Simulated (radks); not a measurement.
Problem. Sm+, 61 electrons, occupied as [Xe] 4f6 6s1 (the NIST ground configuration). Calculated with a radial shooting solver on a logarithmic mesh with Libxc functionals: Dirac Kohn-Sham, PBEsol, spin-unpolarised, spherical densities, finite nucleus; open shells fill j = l - 1/2 first; Fermi nuclear charge, rms radius 5.0819 fm.

Spin-orbit splittings of the eigenvalues, e(l+1/2) - e(l-1/2), with zeta = 2 splitting/(2l+1) and mean radii in bohr:

shell  occ.  splitting (eV)  zeta (eV)  <r> j=l-1/2  <r> j=l+1/2
2p        6           602.4      401.6      0.08075      0.08737
3p        6           122.0      81.31       0.2443       0.2570
3d       10           26.50      10.60       0.2287       0.2326
4p        6           26.81      17.88       0.5935       0.6226
4d       10           4.787      1.915       0.6653       0.6757
4f        6          0.5387     0.1539        1.002        1.021
5p        6               ?          ?        1.593        1.688
5d        0          0.2311    0.09242        2.788        2.856
6p        0          0.3245     0.2164        4.818        5.044

Estimate the 5p splitting.

Solution. 3.547 eV (zeta = 2.364 eV).
